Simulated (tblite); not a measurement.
Run record: tight-binding relaxation, `CCO[Si](C)(N)N`.

Computed with GFN2-xTB geometry optimisation, gas phase (tblite 0.8.0). Start geometry: from a force field or distance geometry. A driver script takes a list of jobs; this job's settings line and coordinates (Å) are shown.

Command:
```bash
OMP_NUM_THREADS=1 python probes_run.py task.json out
```

Input:
```
{"job": {"kind": "relax", "xc": "GFN2-xTB", "basis": "xTB"}, "charge": 0, "multiplicity": 1}
C      3.100600     0.283900    -0.044000
C      1.647800     0.270200    -0.545400
O      0.747800     0.041400     0.473500
Si    -0.887000     0.005800     0.037300
C     -1.628200    -1.693900    -0.075000
N     -1.795800     0.851100     1.354200
N     -1.294800     0.882100    -1.462300
H      3.158800     0.159500     1.046600
H      3.544100     1.268000    -0.293200
H      3.621300    -0.477900    -0.631400
H      1.451700     1.314200    -0.890400
H      1.560600    -0.359500    -1.423900
H     -1.103000    -2.451400     0.532500
H     -2.661200    -1.665100     0.320200
H     -1.728500    -2.005600    -1.144200
H     -1.778700     1.856700     1.142300
H     -2.736200     0.448900     1.508500
H     -2.336500     0.821100    -1.558800
H     -0.892600     0.459800    -2.308500
```

Output:
```
step      E/eV     max force
  0    -658.89239    2.289
  1    -659.18973    1.035
  2    -659.29790    0.753
  3    -659.35133    0.788
  4    -659.39118    0.423
  5    -659.41028    0.402
  6    -659.43163    0.393
  7    -659.45013    0.458
  8    -659.46684    0.309
  9    -659.48369    0.283
... (149 lines left out)
159    -659.81782    0.044
160    -659.81805    0.038
161    -659.81824    0.034
162    -659.81840    0.035
163    -659.81856    0.039
164    -659.81872    0.036
165    -659.81884    0.024
166    -659.81890    0.011
167    -659.81892    0.010
168    -659.81893    0.008
```

«max force» is the largest atomic force in eV/Å.

**Question.** From which step on does the largest force stay under 0.1 eV/Å, and how much energy is left to gain from there?

**Answer.** From step 115 (0.088 eV/Å), 15.1 meV above the end.

Summary of the converged run: energy lowered by 21.4 kcal/mol over 168 steps; largest atomic force 0.008 eV/Å at the end.

On one thread of an Arm Neoverse V1, shared host with 32 logical CPUs at a one-minute load of 12, this took 1.2 s wall.
Labels such as C1 count atoms from 1, the log's own numbers from 0.
